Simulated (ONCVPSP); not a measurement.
## PBE ONCV dataset for phosphorus, fully relativistic all-electron reference.

* Element: P (Z = 15)
* Generator: ONCVPSP 4.0.1
* Type: optimised norm-conserving Vanderbilt (ONCV)
* Functional: PBE
* Relativity: fully relativistic
* Frozen core: [Ne]
* Valence charge: 5
* Reference configuration: 3s2 3p3
* Partial waves: 3s: rc 1.50 bohr, ncon 4, nbas 7, qcut 3.8 1/bohr, 2 projectors, debl 1.3 Ha; 3p: rc 1.70 bohr, ncon 4, nbas 8, qcut 5.2 1/bohr, 2 projectors, debl 2.8 Ha; d scattering state at 0.11 Ha: rc 1.70 bohr, ncon 4, nbas 8, qcut 6.1 1/bohr, 1 projector
* Local potential: polynomial inside 1.35 bohr (lpopt 5, dvloc0 -1 Ha)
* Core correction: none

Open shells are filled in proportion to 2j + 1.

All-electron outer shells of the reference configuration (PBE, scalar-relativistic, ld1.x):

```csv
shell,level (eV),outermost node (bohr),outermost maximum (bohr)
2s,-173.99,0.14,0.42
2p,-124.49,–,0.36
3s,-13.97,0.65,1.58
3p,-5.51,0.64,1.83
```

Task: Does the generator finish with these settings?

Result: Yes, a potential is produced and its reference levels are reproduced.

Task: Estimate the cutoffs (Ha) at which the residual kinetic energy of the hardest occupied pseudo-wave falls to 1 and 0.1 mHa per electron.

Result: 19 Ha and 46 Ha.

Task: Does the potential have ghost states?

Result: No bound ghost flagged; GHOST(+) flagged for s at 143.3 eV.

Task: Which valence shell sets the plane-wave cutoff?

Result: 3s: 19 Ha for 1 mHa per electron, against 5 Ha for 3p.

Task: Tests: 3s2 3p2; 3s2 3p1; 3s2 3p0; 3s2 3p2.5. Which has the largest error in its energy relative to the reference configuration, and how large is it?

Result: 3s2 3p0, with +35 meV (all-electron minus pseudo) on +58.62 eV.
